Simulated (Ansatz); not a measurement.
Cost and result for the atomization energy of CH₄ClFSSi (`FC[SiH](S)Cl`) (9 atoms, 8 bonds).

Cartesian coordinates in Å:
```
F -0.1029 -1.1995 2.0109
C -0.1831 -0.0050 1.3135
Si 0.1475 -0.2903 -0.5212
S -0.0516 1.6294 -1.4132
Cl -1.2035 -1.6504 -1.2469
H 0.5565 0.6907 1.7254
H -1.1785 0.4248 1.4689
H 1.4922 -0.8523 -0.7699
H 0.5235 1.2526 -2.5675
```

Charge 0, multiplicity 1. The structure was optimised at the PBE0-D4/def2-TZVP level. It is one conformer, not always the lowest. Program: Ansatz. All runs use 4 threads of an Arm Neoverse V1 on a shared host. Times are those of one run each, without the atoms' runs, and a repeat can differ threefold. Electronic energies, without spin–orbit coupling; frozen cores. CCSD(T)/CBS adds CCSD(T) − MP2 in def2-TZVPP to the MP2 limit, and its time is that of the two runs behind it. T1 = 0.011. B3LYP takes the VWN-RPA correlation (the form of Gaussian; ORCA's B3LYP/G).

CCSD(T)/CBS is a level of theory with its own doubt, some kJ/mol a heavy atom from the limit and from the frozen cores, so smaller differences don't rank the functionals.

```tsv
level	functions	wall time	atomization (kJ/mol)	difference from CCSD(T)/CBS	per bond
PBE-D4/def2-TZVPP (with forces)	244	2.4 s	3097.1	49.4	6.2
PBE0-D4/def2-TZVPP	244	3.2 s	3045.1	-2.6	-0.3
r2SCAN-D4/def2-TZVPP (with forces)	244	4.7 s	3060.1	12.4	1.5
B3LYP-D4/def2-TZVPP (with forces)	244	4.8 s	3023.8	-23.9	-3.0
B2PLYP/def2-TZVPP	244	4.9 s	2991.0	-56.7	-7.1
ωB97X-V/def2-TZVPP	244	8 s	3065.9	18.2	2.3
ωB97M-V/def2-TZVPP (with forces)	244	12 s	3063.9	16.2	2.0
MP2/def2-QZVPP	444	18 s	3071.9	24.2	3.0
CCSD(T)/def2-TZVPP	244	2.1 min	2951.9	-95.8	-12.0
CCSD(T)/CBS(def2)	–	2.4 min	3047.7	0.0	0.0
```

From PBE to PBE0 (25 % exact exchange), in def2-TZVPP and without D4, the atomization energy moves by −48.5 kJ/mol: exact exchange takes away binding that semilocal exchange gives to molecules. The D4 term adds +38.7 kJ/mol with B3LYP and +20.3 kJ/mol with PBE0; it sums over pairs of atoms, weighted by their polarisabilities, and B3LYP, whose exchange is more repulsive, gets the larger term. In def2-TZVPP, CCSD(T) changes the Hartree–Fock value by +746.2 kJ/mol (the triples alone add +50.4 kJ/mol) and MP2 by +809.6 kJ/mol; breaking electron pairs costs correlation energy, which Hartree–Fock lacks.
